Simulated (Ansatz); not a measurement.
**A geometry optimisation of C5H5FO3 with B3LYP-D3(BJ)/def2-SVP**

The starting geometry of this gas-phase singlet was optimised with GFN2-xTB; its bonds are those of `C=C(F)O/C(O)=C/C=O`.

```xyz
14

C    -0.5637   -0.9881    2.8635
C    -0.0606   -1.1866    1.6622
C    -0.2939   -0.4170   -0.5442
C    -0.9427   -0.4937   -1.7490
C    -0.4298    0.2683   -2.8316
F     1.2098   -1.5709    1.4747
O    -0.7767   -1.1077    0.5078
O     0.7642    0.3214   -0.3494
O     0.5647    0.9958   -2.7570
H    -1.5844   -0.6811    2.9805
H     0.0388   -1.1423    3.7368
H     0.9659    0.7691   -1.2531
H    -1.8111   -1.1140   -1.8618
H    -0.9695    0.1854   -3.7841
```

Question: Predict what it relaxes into with B3LYP-D3(BJ)/def2-SVP.

Answer: It rearranges to `C=C(F)OC(=O)/C=C\O`. Contacts that open: O8–H12 (1.03 → 1.71 Å). Contacts that close: O9–H12 (1.57 → 1.00 Å).

The energy falls by 0.39 eV over 19 steps:

```csv
step,E − E(last) (eV)
1,0.392
3,0.332
5,0.316
7,0.310
9,0.230
11,0.050
13,0.002
15,0.000
17,0.000
19,0.000
```

Final geometry (Å):

```yaml
atoms:
  - { symbol: C, position_ang: [-0.5703, -0.9336, 2.8518] }
  - { symbol: C, position_ang: [-0.0550, -1.3365, 1.6976] }
  - { symbol: C, position_ang: [-0.1967, -0.4370, -0.4641] }
  - { symbol: C, position_ang: [-0.9014, -0.5193, -1.7207] }
  - { symbol: C, position_ang: [-0.4819, 0.2769, -2.7478] }
  - { symbol: F, position_ang: [1.1247, -1.9346, 1.5865] }
  - { symbol: O, position_ang: [-0.7064, -1.2664, 0.5011] }
  - { symbol: O, position_ang: [0.7582, 0.2937, -0.2377] }
  - { symbol: O, position_ang: [0.5246, 1.1223, -2.6870] }
  - { symbol: H, position_ang: [-1.5442, -0.4479, 2.8676] }
  - { symbol: H, position_ang: [-0.0193, -1.0937, 3.7775] }
  - { symbol: H, position_ang: [0.8994, 1.0563, -1.7657] }
  - { symbol: H, position_ang: [-1.7423, -1.1992, -1.8393] }
  - { symbol: H, position_ang: [-0.9785, 0.2576, -3.7245] }
```

The end wasn't checked by frequencies. Run with Ansatz 0.2.0, 83 s on 2 threads of Arm Neoverse V2, on a shared host.
